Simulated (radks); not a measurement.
Task: Radial electron density D(r) = 4 pi r^2 rho(r) of an atom or ion with 8 electrons. Calculated with a radial shooting solver on a logarithmic mesh with Libxc functionals: non-relativistic Kohn-Sham, LDA (Slater exchange, Perdew-Wang correlation), spin-unpolarised, spherical densities, point nucleus.

r (bohr),D(r) (e/bohr)
0.01171,0.8456
0.01331,1.058
0.01501,1.300
0.01692,1.591
0.01908,1.937
0.02151,2.346
0.02426,2.824
0.02757,3.416
0.03108,4.049
0.03505,4.758
0.03951,5.536
0.04455,6.370
0.05063,7.296
0.05709,8.167
0.06437,8.998
0.07258,9.739
0.08183,10.34
0.093,10.75
0.1049,10.87
0.1182,10.71
0.1333,10.25
0.1503,9.526
0.1708,8.531
0.1926,7.499
0.2172,6.504
0.2448,5.678
0.2761,5.133
0.3113,4.935
0.3538,5.103
0.3989,5.539
0.4497,6.108
0.5071,6.645
0.5717,6.988
0.6498,7.005
0.7326,6.639
0.826,5.930
0.9314,4.970
1.05,3.891
1.193,2.765
1.346,1.848
1.517,1.133
1.711,0.6309
1.929,0.3163
2.192,0.1332
2.472,0.05178
2.787,0.01743
3.142,0.005000
3.543,0.001199
3.994,0.0002353

What is the nuclear charge?

Result: Z = 10. The innermost maximum, from 1s, lies near 1/Z = 0.1 bohr (found: 0.104), and its height grows with Z. The density is that of the neon ion Ne2+ in [He] 2s2 2p4; the configuration itself is not fixed sharply by these data. D(r) has 2 maxima, at r = 0.104, 0.614 bohr, and minima at 0.314 bohr, inside which lie 2.22 electrons.
